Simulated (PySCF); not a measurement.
Where the electron goes

C6H6O2.
Structure used (GFN2-xTB), in Å, numbered top down from 1:
```xyz
14
C6H6O2 angstrom
C      2.8790    0.1315    0.2252
C      1.8057   -0.4995   -0.6220
O      1.9831   -0.9810   -1.7117
C      0.5098   -0.4759    0.0107
C     -0.5934   -0.4612    0.5041
C     -1.8961   -0.4570    1.1231
C     -2.8109    0.5853    0.5356
O     -2.1967   -1.2183    2.0066
H      2.6198    1.1678    0.4352
H      2.9478   -0.3951    1.1755
H      3.8327    0.0866   -0.2941
H     -2.9739    0.3657   -0.5186
H     -2.3464    1.5673    0.6048
H     -3.7612    0.5833    1.0634
```

Method: PySCF, TDDFT PBE0/def2-SVPD, vertical, gas phase, core orbitals frozen in the response.

Frontier orbitals with the atoms that hold most of them (Löwdin shares over 4%, at most four atoms; ? is withheld):

```csv
orbital,ε (eV),atoms
LUMO+2,0.34,"C1 13%, C7 13%, C4 13%, C5 13%"
LUMO+1,-1.84,"C4 16%, C5 16%, C2 15%, C6 15%"
LUMO,?,"C5 16%, C4 16%, C2 15%, C6 15%"
HOMO,-8.15,?
HOMO-1,-8.32,?
HOMO-2,-9.09,"C4 35%, C5 34%, O3 8%, C2 5%"
HOMO-3,-9.11,"C5 34%, C4 34%, O8 10%, O3 7%"
```

Q: Which atoms hold the HOMO-1, and with what shares?

A: O3 (bonded to C) 34%; O8 (bonded to C) 34%; C2 (bonded to 2 C and O) 5%; C6 (bonded to 2 C and O) 5%. By element: oxygen 68%, carbon 10% or more.

Q: Give the leading atoms of the HOMO.

A: O8 (bonded to C) 34%; O3 (bonded to C) 33%; C6 (bonded to 2 C and O) 6%; C2 (bonded to 2 C and O) 6%. By element: oxygen 67%, carbon 12% or more.

Q: What is the LUMO energy, and the HOMO–LUMO gap?

A: ε(LUMO) = -2.32 eV; the gap is 5.83 eV (0.2144 hartree).

Q: How does S1 compare with the orbital gap of 5.83 eV?

A: S1 is at 3.93 eV (f = 0.0006), 1.91 eV below the gap, made of HOMO→LUMO (74%), HOMO-1→LUMO+1 (24%). 

Next come S2 at 3.99 eV (f 0.0001), HOMO-1→LUMO (62%), HOMO→LUMO+1 (36%); S3 at 4.98 eV (f 0.0000), HOMO-2→LUMO (45%), HOMO→LUMO+1 (31%), HOMO-1→LUMO (19%); S4 at 5.18 eV (f 0.0005), HOMO-1→LUMO+1 (44%), HOMO-3→LUMO (26%), HOMO→LUMO (12%); S5 at 5.18 eV (f 0.0006), HOMO-2→LUMO (33%), HOMO→LUMO+1 (28%), HOMO-1→LUMO (15%).

Orbitals of the list HOMO-3 to LUMO+2 that lie within 0.01 eV of each other are written together with a slash and their weights summed (≥ marks a lower bound); for degenerate orbitals outside that list single weights are arbitrary.
